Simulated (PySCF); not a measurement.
## Steps of a relaxation of [Yb(H2O)4]2+

[Yb(H2O)4]2+ (singlet in the valence; each metal's 4f electrons, 14 of them, lie in its core potential, out of spins and levels; a saddle point, relaxed within its symmetry). PySCF 2.14.0, RKS PBE0, Yb lcecp-0-SVP with ECP60, O def2-SVP, H def2-SVP; non-relativistic Hamiltonian with scalar-relativistic core potentials where named; density fitting; no spin-orbit coupling. Origin of the start: template. Columns: position (Å) and force (eV/Å). Energies are counted from the last step; some of the 5 steps are shown. Forces carry noise of the integration grid, about 0.01 to 0.03 eV/Å.

Run from Python with OMP_NUM_THREADS=2. Where DIIS fails, smearing, a level shift and second-order steps follow.
It took 32 s on 2 threads of Arm Neoverse V1, on a shared host, from the converged density of the start.

```xyz
13
step 0  E = 0.168 eV
Yb    0.0000    0.0000    0.0000     0.00    0.00    0.00
O     1.4766    1.4766    1.4766    -0.41   -0.36   -0.36
H     1.8172    1.2727    2.3617     0.04    0.05   -0.01
H     1.8172    2.3617    1.2727     0.04   -0.01    0.05
O    -1.4766   -1.4766    1.4766     0.41    0.36   -0.36
H    -1.8172   -1.2727    2.3617    -0.04   -0.05   -0.01
H    -1.8172   -2.3617    1.2727    -0.04    0.01    0.05
O     1.4766   -1.4766   -1.4766    -0.41    0.36    0.36
H     1.8172   -2.3617   -1.2727     0.04    0.01   -0.05
H     1.8172   -1.2727   -2.3617     0.04   -0.05    0.01
O    -1.4766    1.4766   -1.4766     0.41   -0.36    0.36
H    -1.8172    2.3617   -1.2727    -0.04   -0.01   -0.05
H    -1.8172    1.2727   -2.3617    -0.04    0.05    0.01
```

```xyz
13
step 1  E = 0.106 eV
Yb    0.0000    0.0000    0.0000     0.00    0.00    0.00
O     1.4435    1.4676    1.4676    -0.15   -0.20   -0.20
H     1.8215    1.2561    2.3382    -0.06    0.00   -0.07
H     1.8215    2.3382    1.2561    -0.06   -0.07    0.00
O    -1.4435   -1.4676    1.4676     0.15    0.20   -0.20
H    -1.8215   -1.2561    2.3382     0.06    0.00   -0.07
H    -1.8215   -2.3382    1.2561     0.06    0.07    0.00
O     1.4435   -1.4676   -1.4676    -0.15    0.20    0.20
H     1.8215   -2.3382   -1.2561    -0.06    0.07    0.00
H     1.8215   -1.2561   -2.3382    -0.06    0.00    0.07
O    -1.4435    1.4676   -1.4676     0.15   -0.20    0.20
H    -1.8215    2.3382   -1.2561     0.06   -0.07    0.00
H    -1.8215    1.2561   -2.3382     0.06    0.00    0.07
```

```xyz
13
step 3  E = 0.004 eV
Yb    0.0000    0.0000    0.0000     0.00    0.00    0.00
O     1.3827    1.4094    1.4094     0.15    0.10    0.10
H     1.7623    1.2063    2.2821    -0.08   -0.06   -0.05
H     1.7623    2.2821    1.2063    -0.08   -0.05   -0.06
O    -1.3827   -1.4094    1.4094    -0.15   -0.10    0.10
H    -1.7623   -1.2063    2.2821     0.08    0.06   -0.05
H    -1.7623   -2.2821    1.2063     0.08    0.05   -0.06
O     1.3827   -1.4094   -1.4094     0.15   -0.10   -0.10
H     1.7623   -2.2821   -1.2063    -0.08    0.05    0.06
H     1.7623   -1.2063   -2.2821    -0.08    0.06    0.05
O    -1.3827    1.4094   -1.4094    -0.15    0.10   -0.10
H    -1.7623    2.2821   -1.2063     0.08   -0.05    0.06
H    -1.7623    1.2063   -2.2821     0.08   -0.06    0.05
```

Task: Where does the relaxation end?

Result: It converges at step 4 in D2d:
```xyz
13
step 4  E = 0
Yb    0.0000    0.0000    0.0000
O     1.3859    1.4073    1.4073
H     1.7497    1.2025    2.2845
H     1.7497    2.2845    1.2025
O    -1.3859   -1.4073    1.4073
H    -1.7497   -1.2025    2.2845
H    -1.7497   -2.2845    1.2025
O     1.3859   -1.4073   -1.4073
H     1.7497   -2.2845   -1.2025
H     1.7497   -1.2025   -2.2845
O    -1.3859    1.4073   -1.4073
H    -1.7497    2.2845   -1.2025
H    -1.7497    1.2025   -2.2845
```

Task: How did the contacts change?

Result: 
| contact | start (Å) | end (Å) |
| --- | --- | --- |
| Yb1–O2 (H2O) | 2.558 | 2.425 |
| Yb1–O5 (H2O) | 2.558 | 2.425 |
| Yb1–O8 (H2O) | 2.558 | 2.425 |
| Yb1–O11 (H2O) | 2.558 | 2.425 |


An lcecp potential fixes the number of 4f electrons, so in runs with it no electron can move into or out of that shell.
